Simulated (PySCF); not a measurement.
Molecule: `C([C@@](C#N)(F)CCl)F`, C₄H₄ClF₂N.

Bonds (- single, = double, # triple, : aromatic): N1#C2, C2-C3, C3-F4, C3-C5, C5-F6, C3-C7, C7-Cl8. C5 carries H9, H10; C7 carries H11, H12. Stereochemistry as in N#C[C@@](F)(CF)CCl. H9, H12 are pro-R; H10, H11 are pro-S.

Frames of a GFN2-xTB Langevin trajectory at 600 K; GIAO PBE0/pcSseg-1 shieldings in PySCF 2.14.0 with density-fitted response routines, gas phase, non-relativistic; equivalent atoms averaged within each frame.

δ = σ(ref) − σ, references computed at the same level: $^{15}$N (σ = 267.73 ppm) vs NH3; $^{13}$C (σ = 186.93 ppm), $^{1}$H (σ = 31.72 ppm) against TMS; CFCl3 for $^{19}$F (σ = 170.95 ppm); $^{35}$Cl (σ = 949.78 ppm) against HCl. The references are static minima.

Question: How do the shifts (ppm) fluctuate along the trajectory?

Answer: 
```csv
time (fs),N1,C2,C3,C5,C7,F4,F6,Cl8,H12,H10
optimised geometry,322.9,118.8,92.4,86.1,47.9,-181.6,-262.5,81,4.29,5.18
250,311.1,117.8,98.3,83.8,53.4,-159.7,-247.4,121,5.39,5.04
425,331.0,117.4,104.0,96.2,45.1,-150.6,-249.5,180,5.15,4.79
625,334.9,120.4,93.6,95.0,48.7,-119.1,-251.9,76,4.31,5.95
800,315.4,119.0,85.9,87.9,62.5,-185.0,-253.3,68,4.26,5.66
1000,348.4,122.8,96.8,90.4,54.9,-197.1,-256.2,78,3.07,4.60
mean of frames,328.2,119.5,95.7,90.7,52.9,-162.3,-251.7,105,4.44,5.21
standard deviation,15.1,2.2,6.6,5.1,6.6,30.5,3.4,47,0.91,0.58
```

5 frames give an uncertainty of the mean of about the standard deviation over 2.2 at best, since frames this close in time may not be independent; classical motion lacks zero-point vibration, and the reference would need the same averaging.
